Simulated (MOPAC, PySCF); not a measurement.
CFNSi, SMILES `[N+]([Si]F)#[C-]` (lower singlet), neutral singlet in the gas phase. This singlet lies 2.57 eV below the relaxed triplet at the level frozen-core CCSD(T)/cc-pVTZ // PBE0-D3(BJ)/def2-TZVP (Ansatz).

Cartesian coordinates (Å):
```xyz
4

C     -1.8861    -0.1427     0.1870
N     -0.7272     0.0179     0.0528
Si     0.8647     0.7141    -0.2594
F      1.7486    -0.5894     0.0196
```
Charge 0, spin multiplicity 1.

All levels are single points at this geometry (PBE0-D3(BJ)/def2-TZVP); Pople sets use spherical d functions. Orbital energies aren't observables, and empty levels follow the basis.

```tsv
level	HOMO (eV)	LUMO (eV)	gap (eV)	dipole (D)	vertical IE, Delta-SCF (eV)
PBE-D3(BJ)/def2-TZVP in PySCF	-7.13	-3.97	3.16	2.29	–
PBE0-D3(BJ)/def2-TZVP in PySCF	-8.37	-3.09	5.28	2.20	–
B3LYP/3-21G in PySCF	-7.77	-3.07	4.70	2.02	–
B3LYP/6-311+G** in PySCF	-8.31	-3.43	4.88	2.34	–
B3LYP/6-31G* in PySCF	-7.91	-3.04	4.87	2.01	10.52
B3LYP/LANL2DZ in PySCF	-8.29	-3.69	4.60	2.33	–
BP86/6-31G* in PySCF	-6.92	-3.80	3.11	2.03	–
PBE/6-31G* in PySCF	-6.80	-3.73	3.07	2.02	10.12
SVWN5/6-31G* in PySCF	-6.87	-3.91	2.96	2.05	–
HF/3-21G in PySCF	-10.86	0.42	11.29	1.96	–
HF/STO-3G in PySCF	-7.82	5.13	12.95	2.97	–
PM6 in MOPAC	-8.78	-1.20	7.58	2.78	–
PM7 in MOPAC	-11.25	-1.19	10.06	0.94	–
```
